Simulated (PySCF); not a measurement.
## Computed properties of Cd(F)(SeH) (CdFHSe), SMILES [Cd]([F])[SeH]

Cd(F)(SeH) (CdFHSe), SMILES [F][Cd][SeH]. Geometry optimised at B3LYP-D3(BJ)/def2-TZVP. The def2 effective core potentials stand for the cores of Cd; spin–orbit coupling is left out. Other conformers were not sampled. All values are computed for the isolated molecule unless a solvent is named; none is compared with measurement here.

**Structure.** The optimised structure has Cs symmetry. All 6 harmonic modes at B3LYP-D3(BJ)/def2-TZVP (PySCF) are real, so it is a minimum. With heavy atoms numbered as in [Cd:1]([F:2])[SeH:3], the shortest bond between them is Cd1–F2 at 1.957 Å and the longest Cd1–Se3 at 2.452 Å.

**Vibrations.** The strongest infrared lines (harmonic, unscaled, degenerate partners summed) lie at 565 cm⁻¹ (91 km/mol, F 82 %, Cd 17 %), 96 cm⁻¹ (16 km/mol, F 59 %, Cd 32 %, Se 8 %), 99 cm⁻¹ (14 km/mol, F 59 %, Cd 32 %, Se 9 %). The softest mode is at 96 cm⁻¹ and the zero-point energy is 5.7 kcal/mol.

**Electronic structure.** CAM-B3LYP/def2-TZVPD (PySCF) places the frontier levels at -8.66 and -1.24 eV, a gap of 7.42 eV, and gives a dipole moment of 2.10 D and a mean polarisability of 59.5 bohr³.

**Excitations.** TDDFT-CAM-B3LYP/def2-SVPD (PySCF) has S1 at 4.04 eV (307 nm, f = 0.020, weak); the most intense of the 10 singlets computed lies at 6.74 eV (f = 0.43). T1 (TDA) is at 3.67 eV. No vertical singlet excitation falls in the visible range (under 3.1 eV).
